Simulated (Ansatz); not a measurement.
Basis sets compared for SeH2 (H₂Se). Charge 0, multiplicity 1. Geometry PBE-D4/def2-TZVP. Ansatz on 2 threads of Arm Neoverse N1 on a shared host; times are rough, and most runs start from earlier orbitals.

Cartesian coordinates in Å:
```
Se 0.108 -0.211 0.653
H 0.965 0.346 -0.417
H -1.072 -0.134 -0.236
```

Binding counts from free atoms (Se triplet, H doublet) in the same basis, without a counterpoise term.

```tsv
level	functions	energy (Eh)	HOMO (eV)	LUMO (eV)	binding per atom (eV)	wall time
HF/STO-3G	20	-2374.6906	-7.53	9.95	2.09	0.1 s
PBE-D4/def2-SVP	42	-2402.0871	-5.65	-0.63	2.36	0.4 s
PBE0-D4/def2-SVP	42	-2402.1668	-6.91	0.30	2.31	0.6 s
```

Estimate the rows for HF/def2-TZVP, PBE-D4/def2-TZVP, PBE0-D4/def2-TZVP (with forces).


```tsv
level	functions	energy (Eh)	HOMO (eV)	LUMO (eV)	binding per atom (eV)	wall time
HF/def2-TZVP	60	-2401.0028	-9.77	3.29	1.60	0.3 s
PBE-D4/def2-TZVP	60	-2402.3837	-5.91	-0.92	2.35	0.55 s
PBE0-D4/def2-TZVP (with forces)	60	-2402.4623	-7.10	0.01	2.31	1 s
```
